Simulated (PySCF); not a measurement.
C3H2O. Atoms are numbered in the order given.

```xyz
6

O      0.0000     0.0000     1.5386
C      0.0000     0.0000     0.3380
C      0.0000     0.6738    -0.9322
C      0.0000    -0.6738    -0.9322
H      0.0000     1.5575    -1.5751
H      0.0000    -1.5575    -1.5751
```
Charge 0, spin multiplicity 1.

Coordinates come from a B3LYP-D3(BJ)/def2-SVP optimisation.

All values below come from PBE0/pcSseg-2 run with PySCF.

GIAO shieldings, no solvent; atoms alike by connectivity are averaged. δ = σ(ref) − σ: ¹⁷O against H2O (σ = 327.8 ppm); ¹³C against TMS (σ = 186.1 ppm); ¹H against TMS (σ = 31.54 ppm), references at their B3LYP-D3(BJ)/def2-TZVP geometries, non-relativistic.

Computed chemical shifts:
| nucleus | atoms | count | δ (ppm) |
|---|---|---|---|
| ¹⁷O | O1 | 1 | 314.5 |
| ¹³C | C3, C4 | 2 | 175.5 |
| ¹³C | C2 | 1 | 156.2 |
| ¹H | H5, H6 | 2 | 9.57 |
